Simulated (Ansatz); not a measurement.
Geometry optimisation, Ansatz 0.2.0, RKS revPBE-D4/def2-SVP.

Input file:

```yaml
crystal:
  periodic: [false, false, false]
  atoms:
    - { symbol: B, position_ang: [0.136611, 0.660502, -0.259107] }
    - { symbol: O, position_ang: [-0.016298, -0.403396, 2.128858] }
    - { symbol: H, position_ang: [-0.892099, -0.580208, 1.73712] }
    - { symbol: "N", position_ang: [1.332397, 0.081686, -0.753109] }
    - { symbol: H, position_ang: [1.364044, -0.924787, -0.915533] }
    - { symbol: H, position_ang: [2.243072, 0.466274, -0.508385] }
    - { symbol: F, position_ang: [-1.057588, 0.022213, -0.460439] }
    - { symbol: "N", position_ang: [0.070396, 2.021368, 0.365755] }
    - { symbol: H, position_ang: [0.871568, 2.646145, 0.267034] }
    - { symbol: H, position_ang: [-0.813002, 2.525689, 0.269897] }
    - { symbol: H, position_ang: [0.002399, 0.587913, 2.104909] }
basis:
  gaussian: { orbitals: def2-SVP }
hamiltonian:
  xc: revpbe
  dispersion: d4
relax:
  f_tol: 0.03
  max_steps: 50
```

Run as:

```bash
$ ansatz run input.yaml --threads 2 --pin off --max-ram 3072MiB --backend cpu --events-out ev --progress --plain --runs-dir out
```

Task: Where does it end, and by what steps?

Result: It converged. After 9 steps the energy has fallen by 0.103 eV; O2 moved furthest, 0.32 Å.

```json
{"step": "0", "energy less start (eV)": "0.0000", "largest force component (eV/Å)": "1.470", "accepted": "yes"}
{"step": "1", "energy less start (eV)": "-0.0309", "largest force component (eV/Å)": "1.434", "accepted": "yes"}
{"step": "2", "energy less start (eV)": "-0.0804", "largest force component (eV/Å)": "0.653", "accepted": "yes"}
{"step": "3", "energy less start (eV)": "-0.0818", "largest force component (eV/Å)": "0.717", "accepted": "yes"}
{"step": "4", "energy less start (eV)": "-0.0681", "largest force component (eV/Å)": "0.445", "accepted": "no"}
{"step": "5", "energy less start (eV)": "-0.0976", "largest force component (eV/Å)": "0.479", "accepted": "yes"}
{"step": "6", "energy less start (eV)": "-0.1017", "largest force component (eV/Å)": "0.131", "accepted": "yes"}
{"step": "7", "energy less start (eV)": "-0.1025", "largest force component (eV/Å)": "0.066", "accepted": "yes"}
{"step": "8", "energy less start (eV)": "-0.1028", "largest force component (eV/Å)": "0.046", "accepted": "yes"}
{"step": "9", "energy less start (eV)": "-0.1031", "largest force component (eV/Å)": "0.023", "accepted": "yes"}
```

```xyz
11
Properties=species:S:1:pos:R:3
B 0.164 0.671 -0.372
O -0.118 -0.245 2.393
H -0.952 -0.557 1.993
N 1.377 0.100 -0.830
H 1.403 -0.872 -1.132
H 2.290 0.466 -0.568
F -1.011 0.019 -0.623
N 0.074 1.916 0.349
H 0.873 2.544 0.424
H -0.816 2.416 0.357
H -0.041 0.647 1.986
```

Whether the end is a true minimum wasn't checked by a vibrational analysis.

Run time: 6.5 s on 2 threads of AMD EPYC 9R45 96-Core Processor (Zen 5), with other jobs on the host, peak memory 0.17 GiB.
